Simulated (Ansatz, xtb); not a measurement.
Two isomers of C4H6N2OSe

Structure I is `C[C@H](O)c1cn[se]n1`, a singlet and structure II is `CCOc1nc[se]n1`, a singlet. Both are isolated molecules in the gas phase, relaxed with r2SCAN-D4/def2-SVP, each in the lowest conformer that the search found.

Quicker runs give these differences E(II) − E(I): GFN2-xTB −9.87 kcal/mol; HF/STO-3G −12.82 kcal/mol (at GFN2-xTB geometries); r2SCAN-D4/def2-SVP//GFN2-xTB −8.24 kcal/mol.

Question: Estimate E(II) − E(I) at the level CCSD(T)/def2-SVP + ΔMP2/def2-TZVPP.

Answer: Too close to call at this level: CCSD(T)/def2-SVP + ΔMP2/def2-TZVPP gives E(II) − E(I) = −0.92 kcal/mol.

Level by level:

| level | geometry | E(II) − E(I) (kcal/mol) | departure from the last row (kcal/mol) | job, with rough time for the two |
| --- | --- | --- | --- | --- |
| GFN2-xTB | GFN2-xTB | −9.87 | −8.95 | optimisation, 0.19 s |
| HF/STO-3G | GFN2-xTB | −12.82 | −11.90 | single point, 0.58 s |
| r2SCAN-D4/def2-SVP//GFN2-xTB | GFN2-xTB | −8.24 | −7.32 | single point, 4.8 s |
| r2SCAN-D4/def2-SVP | r2SCAN-D4/def2-SVP | −6.53 | −5.61 | optimisation, 96 s |
| HF/def2-SVP | r2SCAN-D4/def2-SVP | −12.03 | −11.11 | part of the CCSD(T) run |
| MP2/def2-SVP | r2SCAN-D4/def2-SVP | −1.16 | −0.24 | part of the CCSD(T) run |
| CCSD(T)/def2-SVP | r2SCAN-D4/def2-SVP | −3.89 | −2.97 | single point |
| CCSD(T)/def2-SVP + ΔMP2/def2-TZVPP | r2SCAN-D4/def2-SVP | −0.92 |  | single point, 2.7 min |

As drawn, II has 1 C–O, 1 C∷N, 1 C∷Se, 1 C–H in place of 1 C–C, 1 C∷C, 1 N∷Se, 1 O–H (∷ is an aromatic bond).

The largest departure from CCSD(T)/def2-SVP + ΔMP2/def2-TZVPP is that of HF/STO-3G, 11.90 kcal/mol. The last row adds to CCSD(T) the change of the MP2 difference between the two basis sets, here +2.97 kcal/mol.

With thermal terms from frequencies at re-optimised GFN2-xTB minima (ideal gas, soft modes damped towards free rotors, one conformer each, 298.15 K, 1 atm): the zero-point term adds +0.39 kcal/mol; ΔH is −0.59 and ΔG −0.66 kcal/mol.

The correlated steps freeze 16 core orbitals; the filled d shell of Se is correlated, in a basis made for valence electrons. Mirror images aren't counted in ΔG. Run with Ansatz 0.2.0, xtb 6.7.1; the last row on 4 threads of Arm Neoverse V2 on a shared host.
